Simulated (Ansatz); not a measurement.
Two structures of BNH$_{7}$O$_{2}$F, closed shell, reached by relaxing down either side of one saddle point (PBE0-D4/def2-TZVP). Energies are electronic, without zero-point energy. Ansatz 0.2.0; basis: def2-TZVPP and def2-QZVPP; cores frozen in the correlated methods. Extrapolation: Hartree–Fock as exp(−7.88 √X), correlation as X^−2.97. First:

| atom | x (Å) | y (Å) | z (Å) |
| --- | --- | --- | --- |
| B1 | -0.3714 | -0.1486 | -0.4626 |
| H2 | 0.5978 | -0.9191 | -0.6702 |
| O3 | -0.7110 | 0.5951 | -1.6299 |
| O4 | -1.4720 | -0.7248 | 0.2286 |
| H5 | 0.5584 | 0.4361 | 1.4842 |
| N6 | 0.2024 | 0.9297 | 0.6679 |
| H7 | 1.3266 | -1.3570 | 0.5348 |
| F8 | 1.7954 | -1.3319 | 1.3558 |
| H9 | -0.1138 | 0.4266 | -2.3574 |
| H10 | -2.1735 | -0.9364 | -0.3884 |
| H11 | 0.9418 | 1.5145 | 0.2939 |
| H12 | -0.5805 | 1.5159 | 0.9434 |

Second:

```
atom    x (Å)    y (Å)    z (Å)
  B1  -0.6571   0.5459  -0.3257
  H2   0.9195  -2.6227  -0.6827
  O3  -0.1179   0.6960  -1.5722
  O4  -1.7062  -0.2620   0.0115
  H5   1.1677   0.1808   1.2841
  N6  -0.0378   1.2833   0.7415
  H7   1.2046  -2.1993  -0.1354
  F8   1.8235  -0.4547   1.5574
  H9  -0.4740   0.1253  -2.2536
 H10  -2.0451  -0.8214  -0.6878
 H11   0.5068   2.0931   0.4879
 H12  -0.5839   1.4358   1.5752
```

(1) Which bonds change from the first to the second?

(2) Give the saddle point's structure and its height above each. (An estimate is asked for; the value comes from the calculation.)

The T1 diagnostic stays at or below 0.013.

Answers

(1) BH₃O₂ ([OH][BH][OH]) + NH₃ + HF → BNH₄O₂ ([NH2][B]([OH])[OH]) + HF + H₂; bonds formed: H2–H7, H5–F8; dative contacts that become bonds: B1–N6; bonds broken: B1–H2, H5–N6, H7–F8.

(2) The calculation gives: 0.992 eV above the first and 1.540 eV above the second (CCSD(T) at an estimated basis limit (MP2 extrapolated from triple and quadruple zeta, plus CCSD(T) − MP2 in triple zeta)).
```json
{"atom": "B1", "x (Å)": "-0.4083", "y (Å)": "0.0470", "z (Å)": "-0.3860"}
{"atom": "H2", "x (Å)": "0.4651", "y (Å)": "-1.2786", "z (Å)": "-0.3572"}
{"atom": "O3", "x (Å)": "-0.0742", "y (Å)": "0.5614", "z (Å)": "-1.6305"}
{"atom": "O4", "x (Å)": "-1.6554", "y (Å)": "-0.4312", "z (Å)": "-0.0121"}
{"atom": "H5", "x (Å)": "1.0303", "y (Å)": "0.2179", "z (Å)": "1.1913"}
{"atom": "N6", "x (Å)": "0.2163", "y (Å)": "0.8899", "z (Å)": "0.7457"}
{"atom": "H7", "x (Å)": "1.0438", "y (Å)": "-1.1929", "z (Å)": "0.3200"}
{"atom": "F8", "x (Å)": "1.7917", "y (Å)": "-0.8226", "z (Å)": "1.3533"}
{"atom": "H9", "x (Å)": "-0.4460", "y (Å)": "0.0952", "z (Å)": "-2.3794"}
{"atom": "H10", "x (Å)": "-2.1117", "y (Å)": "-0.9490", "z (Å)": "-0.6758"}
{"atom": "H11", "x (Å)": "0.6244", "y (Å)": "1.7433", "z (Å)": "0.3807"}
{"atom": "H12", "x (Å)": "-0.4760", "y (Å)": "1.1196", "z (Å)": "1.4501"}
```

Labels in which every atom is bracketed show which atoms are joined, not bond orders.

For scale, one of the runs: CCSD(T)/def2-TZVPP, 253 basis functions, launched by `ansatz run in.yaml --threads 8 --pin off --events-out ev --progress --plain --max-ram 19148MiB`. Time: 2.1 min of wall clock on 8 CPU threads of an Arm Neoverse V1; the host was shared. Peak host memory: 6.2 GiB.
